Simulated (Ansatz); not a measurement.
The cluster Mg2Se⁺, relaxed as a quartet with UKS r2SCAN-D4/def2-TZVP in Ansatz, starting from the r2SCAN-D4/def2-TZVP geometry of the charge +1 doublet. Force threshold 0.02 eV/Å.

The relaxation made no stability test and no search for a lower SCF solution. At r2SCAN-D4/def2-TZVP a doublet of charge 1 lies 1.30 eV below the quartet, each at its own geometry. The structure comes from a short search, and lower isomers may exist.

Start:

```xyz
3

Mg   -0.919    0.272   -1.871
Mg    0.856   -1.019    1.627
Se    0.063    0.747    0.244
```

```tsv
step	energy (eV)	largest force component (eV/Å)	SCF passes
1	-76229.7441	1.730	15
2	-76230.1505	0.384	20
3	-76230.1820	0.035	19
4	-76230.1840	0.007	19
```

Force components are those of the run's own axes.

End:

Cartesian coordinates in Å:
```
Mg -1.016 0.282 -2.070
Mg 0.943 -1.142 1.789
Se 0.072 0.860 0.281
```

By distances, no bond broke or formed. The bond that changes most is Mg1–Se3, from 2.38 to 2.65 Å (atoms count from 1).

No frequencies were taken in this run, so the end may be a saddle point.

Run time 8.5 s (4 threads of Arm Neoverse V1 on a shared host).
